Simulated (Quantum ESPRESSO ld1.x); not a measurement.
Values are calculated unless marked as measured or tabulated.
ld1.x (Quantum ESPRESSO 7.5) input

```
 &input
    atom='S',
    iswitch=1,
    rel=0,
    dft='PW91',
    config='[He] 2s2 2p3 3s0 3p0',
    prefix='ld1',
    max_out_wfc=37,
    file_charge='ld1.rho',
 /
```

Output (excerpt):

```
     Program LD1 v.7.5 starts

     --------------------------- All-electron run ----------------------------

     atomic number is 16.00
     dft =PW91   lsd =0 sic =0 latt =0  beta=0.20 tr2=1.0E-14
     Exchange-correlation= PW91
                           (   1   4   2   2   0   0   0)
     mesh =1799 r(mesh) = 100.62606 a.u. xmin = -7.00 dx = 0.00800
     1 Ry =  13.60569312 eV

     n l     nl                  e(Ry)          e(Ha)          e(eV)
     1 0     1S 1( 2.00)      -199.2794       -99.6397     -2711.3341
     2 0     2S 1( 2.00)       -33.7537       -16.8768      -459.2418
     2 1     2P 1( 3.00)       -30.4559       -15.2279      -414.3730
     3 0     3S 1( 0.00)       -12.4063        -6.2032      -168.7969
     3 1     3P 1( 0.00)       -11.4413        -5.7206      -155.6662

     final scf error:  3.0E-15 reached in  14 iterations

     Etot =    -702.137233 Ry,    -351.068616 Ha,   -9553.063716 eV

     Ekin =     701.652042 Ry,     350.826021 Ha,    9546.462361 eV
     Encl =   -1522.988704 Ry,    -761.494352 Ha,  -20721.316941 eV
     Eh   =     154.890458 Ry,      77.445229 Ha,    2107.392035 eV
     Exc  =     -35.691028 Ry,     -17.845514 Ha,    -485.601171 eV

     normalization and overlap integrals

     s(1S/1S) =  1.000000  <r> =   0.0970  <r2> =    0.0126  r(max) =   0.0635
     s(2S/2S) =  1.000000  <r> =   0.4427  <r2> =    0.2305  r(max) =   0.3721
     s(2P/2P) =  1.000000  <r> =   0.3921  <r2> =    0.1879  r(max) =   0.3022
     s(3S/3S) =  1.000000  <r> =   1.1167  <r2> =    1.4156  r(max) =   1.0528
     s(3P/3P) =  1.000000  <r> =   1.1045  <r2> =    1.4032  r(max) =   1.0360

     ------------------------ End of All-electron run ------------------------
```

Run on one thread of a shared host, so times are rough (Intel(R) Xeon(R) Processor @ 2.60GHz): 0.39 s of CPU time, 1.1 s wall, 14 iterations on 1799 mesh points.
